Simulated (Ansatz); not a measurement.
C₇H₇F (`Cc1ccc(F)cc1`), relaxed with RKS PBE0-D4/def2-TZVP in Ansatz 0.2.0 from a PBE-D4/def2-SVP geometry. The force threshold is 0.005 eV/Å; the program also tests the step.

The species carries charge 0 and has multiplicity 1.

Start:

```xyz
15

C    -0.273    1.853    1.257
C    -0.103    0.605    0.426
C     0.856   -0.371    0.768
C     1.045   -1.519   -0.015
C     0.259   -1.693   -1.160
F     0.430   -2.795   -1.917
C    -0.705   -0.749   -1.529
C    -0.878    0.391   -0.732
H     0.390    2.670    0.897
H    -0.019    1.674    2.321
H    -1.312    2.236    1.212
H     1.470   -0.233    1.672
H     1.789   -2.283    0.250
H    -1.310   -0.921   -2.432
H    -1.639    1.134   -1.019
```

| step | energy (eV) | largest force (eV/Å) | largest move (Å) |
| --- | --- | --- | --- |
| 1 | -10082.6104 | 0.622 | 0.000 |
| 2 | -10082.6911 | 0.193 | 0.028 |
| 3 | -10082.6971 | 0.011 | 0.010 |
| 4 | -10082.6971 | 0.008 | 0.001 |
| 5 | -10082.6971 | 0.001 | 0.000 |

End:

```xyz
15

C    -0.270    1.836    1.244
C    -0.100    0.597    0.418
C     0.846   -0.366    0.758
C     1.033   -1.502   -0.015
C     0.255   -1.669   -1.143
F     0.424   -2.765   -1.895
C    -0.697   -0.741   -1.512
C    -0.866    0.387   -0.724
H     0.384    2.639    0.889
H    -0.022    1.653    2.291
H    -1.295    2.206    1.199
H     1.451   -0.229    1.648
H     1.766   -2.254    0.248
H    -1.294   -0.909   -2.400
H    -1.615    1.119   -1.006
```

Hardware: 2 threads of an AMD EPYC 7R13 on a shared host and a share of an NVIDIA H100 80 GB. Wall time 13 s, peak host memory 0.91 GiB.
